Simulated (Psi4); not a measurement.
CHO2, doublet, geometry from GFN2-xTB; Psi4 with R2SCAN/6-31G*.

Psi4 was given this input:
```
memory 2 GB

molecule {
0 2
O    -1.07370959   -0.42926071   -0.00428227
C    -0.04616944    0.18751753    0.00141223
O     1.15027992    0.11826974    0.00194013
H    -0.33554598    1.36282262    0.01026371
}

set {
  basis 6-31g*
  reference uks
  scf_type pk
  puream true
  d_convergence 1e-8
  dft_radial_points 99
  dft_spherical_points 590
}

energy('r2scan')
print_variables()
```

Question: What does Psi4 print? Leave out banner, timings and long lists.

Answer: 
```
   => Loading Basis Set <=

    Name: 6-31G*
    Role: ORBITAL
    Keyword: BASIS

         ---------------------------------------------------------
                                   SCF
               by Justin Turney, Rob Parrish, Andy Simmonett
                          and Daniel G. A. Smith
                              UKS Reference
         ---------------------------------------------------------

  ==> Geometry <==

    Molecular point group: c1
    Full point group: C1

    Geometry (in Angstrom), charge = 0, multiplicity = 2:

       Center              X                  Y                   Z               Mass
    ------------   -----------------  -----------------  -----------------  -----------------
         O           -1.081099552388    -0.399246325394    -0.004056223873    15.994914619570
         C           -0.053559402388     0.217531914606     0.001638276127    12.000000000000
         O            1.142889957612     0.148284124606     0.002166176127    15.994914619570
         H           -0.342935942388     1.392837004606     0.010489756127     1.007825032230

  Running in c1 symmetry.

  Rotational constants: A =      5.25100  B =      0.40181  C =      0.37325 [cm^-1]
  Rotational constants: A = 157420.88903  B =  12045.93425  C =  11189.69272 [MHz]
  Nuclear repulsion =   64.166928998866553

  Charge       = 0
  Multiplicity = 2
  Electrons    = 23
  Nalpha       = 12
  Nbeta        = 11

  ==> Algorithm <==

  SCF Algorithm Type is PK.
  DIIS enabled.
  MOM disabled.
  Fractional occupation disabled.
  Guess Type is SAD.
  Energy threshold   = 1.00e-06
  Density threshold  = 1.00e-08
  Integral threshold = 1.00e-12

  ==> Primary Basis <==

  Basis Set: 6-31G*
    Blend: 6-31G*
    Number of shells: 20
    Number of basis functions: 44
    Number of Cartesian functions: 47
    Spherical Harmonics?: true
    Max angular momentum: 2

  ==> DFT Potential <==

   => LibXC <=

    Version 7.1.2
    S. Lehtola, C. Steigemann, M. J. T. Oliveira, and M. A. L. Marques,  SoftwareX 7, 1–5 (2018) (10.1016/j.softx.2017.11.002)

   => Composite Functional: R2SCAN <=

    r2SCAN Meta-GGA XC Functional  (0.1021/acs.jpclett.0c02405)
    J. W. Furness, A. D. Kaplan, J. Ning, J. P. Perdew, J. Sun  J. Phys. Chem. Lett.  11, 8208–8215, 2020

    Deriv               =              1
    GGA                 =           TRUE
    Meta                =           TRUE

    Exchange Hybrid     =          FALSE
    MP2 Hybrid          =          FALSE

   => Exchange Functionals <=

    1.0000   XC_MGGA_X_R2SCAN

   => Correlation Functionals <=

    1.0000   XC_MGGA_C_R2SCAN

   => LibXC Density Thresholds  <==

    XC_MGGA_C_R2SCAN:  1.00E-15
    XC_MGGA_X_R2SCAN:  1.00E-11

   => Molecular Quadrature <=

    Radial Scheme          =       TREUTLER
    Pruning Scheme         =           NONE
    Nuclear Scheme         =       TREUTLER

    Blocking Scheme        =         OCTREE
    BS radius alpha        =              1
    Pruning alpha          =              1
    Radial Points          =             99
    Spherical Points       =            590
    Total Points           =         221345
    Total Blocks           =           1697
    Max Points             =            256
    Max Functions          =             44
    Weights Tolerance      =       1.00E-15

  ==> Integral Setup <==

  Using in-core PK algorithm.
   Calculation information:
      Number of atoms:                   4
      Number of AO shells:              20
      Number of primitives:             49
      Number of atomic orbitals:        47
      Number of basis functions:        44

      Integral cutoff                 1.00e-12
      Number of threads:                 1

  Performing in-core PK
  Using 981090 doubles for integral storage.
  We computed 21923 shell quartets total.
  Whereas there are 22155 unique shell quartets.

  ==> DiskJK: Disk-Based J/K Matrices <==

    J tasked:                  Yes
    K tasked:                   No
[...]

   -------------------------
    Irrep   Nso     Nmo
   -------------------------
     A         44      44
   -------------------------
    Total      44      44
   -------------------------

  ==> Iterations <==

                        Total Energy        Delta E     RMS |[F,P]|

   @UKS iter SAD:  -188.72574654529882   -1.88726e+02   0.00000e+00
   @UKS iter   1:  -188.85860377396565   -1.32857e-01   1.25721e-02 ADIIS/DIIS
   @UKS iter   2:  -188.69308283681971    1.65521e-01   1.93668e-02 ADIIS/DIIS
   @UKS iter   3:  -188.97931495793523   -2.86232e-01   2.34301e-03 ADIIS/DIIS
   @UKS iter   4:  -188.98421413683778   -4.89918e-03   5.02805e-04 ADIIS/DIIS
   @UKS iter   5:  -188.98447882173485   -2.64685e-04   1.11147e-04 ADIIS/DIIS
   @UKS iter   6:  -188.98449890761512   -2.00859e-05   3.72907e-05 DIIS
   @UKS iter   7:  -188.98450168462202   -2.77701e-06   9.59814e-06 DIIS
   @UKS iter   8:  -188.98450186227262   -1.77651e-07   2.24891e-06 DIIS
   @UKS iter   9:  -188.98450186461326   -2.34064e-09   3.84815e-06 DIIS
   @UKS iter  10:  -188.98450187600196   -1.13887e-08   1.16192e-06 DIIS
   @UKS iter  11:  -188.98450187728571   -1.28375e-09   6.91612e-08 DIIS
   @UKS iter  12:  -188.98450187729554   -9.83391e-12   1.14733e-08 DIIS
   @UKS iter  13:  -188.98450187729591   -3.69482e-13   6.22937e-09 DIIS
  Energy and wave function converged.

  ==> Post-Iterations <==

   Electrons on quadrature grid:
      Nalpha   =   12.0000000399 ; deviation = 3.988e-08
      Nbeta    =   11.0000000467 ; deviation = 4.666e-08
      Ntotal   =   23.0000000865 ; deviation = 8.654e-08

   @Spin Contamination Metric:   6.875171688E-03
   @S^2 Expected:                7.500000000E-01
   @S^2 Observed:                7.568751717E-01
   @S   Expected:                5.000000000E-01
   @S   Observed:                5.000000000E-01

    Orbital Energies [Eh]
    ---------------------

    Alpha Occupied:

[...]
    Alpha Virtual:

[...]
    Beta Occupied:

[...]
    Beta Virtual:

[...]
    Final Occupation by Irrep:
              A
    DOCC [    11 ]
    SOCC [     1 ]
    NA   [    12 ]
    NB   [    11 ]

  @UKS Final Energy:  -188.98450187729591

   => Energetics <=

    Nuclear Repulsion Energy =             64.1669289988665525
    One-Electron Energy =                -385.1653612791319574
    Two-Electron Energy =                 154.8386813016702774
    DFT Exchange-Correlation Energy =     -22.8247508987007670
    Empirical Dispersion Energy =           0.0000000000000000
    VV10 Nonlocal Energy =                  0.0000000000000000
    Total Energy =                       -188.9845018772959122

  UHF NO Occupations:
  HONO-2 :   10  A 1.9991835
  HONO-1 :   11  A 1.9978403
  HONO-0 :   12  A 1.0000000
  LUNO+0 :   13  A 0.0021597
  LUNO+1 :   14  A 0.0008165
  LUNO+2 :   15  A 0.0002584
  LUNO+3 :   16  A 0.0000901

Computation Completed

Properties will be evaluated at   0.000000,   0.000000,   0.000000 [a0]

Properties computed using the SCF density matrix

 Multipole Moments:

 ------------------------------------------------------------------------------------
     Multipole            Electronic (a.u.)      Nuclear  (a.u.)        Total (a.u.)
 ------------------------------------------------------------------------------------

 L = 1.  Multiply by 2.5417464519 to convert [e a0] to [Debye]
 Dipole X            :          0.1813675           -0.3211951           -0.1398276
 Dipole Y            :         -0.7366254            1.3045363            0.5679109
 Dipole Z            :         -0.0055477            0.0098247            0.0042771
 Magnitude           :                                                    0.5848870

 ------------------------------------------------------------------------------------

  Variable Map:
  ----------------------------------------------------------------------------
[...]
  Array Variable Map:
  ----------------------------------------------------------------------------
[...]
[...]
```
